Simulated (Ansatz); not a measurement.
`[BH2][GeH2][O][SiH2]F` + `C[SiH2]Cl` → `[BH2][GeH2][Cl]` + `C[SiH2]O[SiH2]F`  (redistribution)

Isolated molecules relaxed with PBE0-D4/def2-TZVP in Ansatz; ΔE leaves out vibrations. CBS: MP2 limit from def2 TZ/QZ plus the TZ coupled-cluster correction, frozen cores. DFT in def2-TZVPP. B3LYP here is the variant with VWN-RPA as its local correlation; programs differ in this. For Ge outer-core shells are correlated without core-valence functions, which leaves a few kJ/mol of doubt a bond. Scalar relativity is left out up to krypton. Each species was taken in one conformer, which may not be the lowest.

Is it downhill or uphill in electronic energy at CCSD(T)/CBS, and by how much? (An estimate is asked.)

Ansatz gave: Downhill: ΔE = -11.4 kcal/mol.

What do these levels give: r2SCAN-D4, B2PLYP, B3LYP, SCS-MP2/def2-TZVPP, CCSD(T)/def2-TZVPP, SCS-MP2/def2-QZVPP? (An estimate is asked.)

Computed: r2SCAN-D4 -11.6, B2PLYP -11.8, B3LYP -12.2, SCS-MP2/def2-TZVPP -11.3, CCSD(T)/def2-TZVPP -11.4, SCS-MP2/def2-QZVPP -11.3 kcal/mol.

Largest T1 diagnostic among the species: 0.012.

In def2-TZVPP, CCSD(T) changes the Hartree–Fock value by +1.9 kcal/mol (the triples alone add +0.3 kcal/mol) and MP2 by +2.1 kcal/mol.
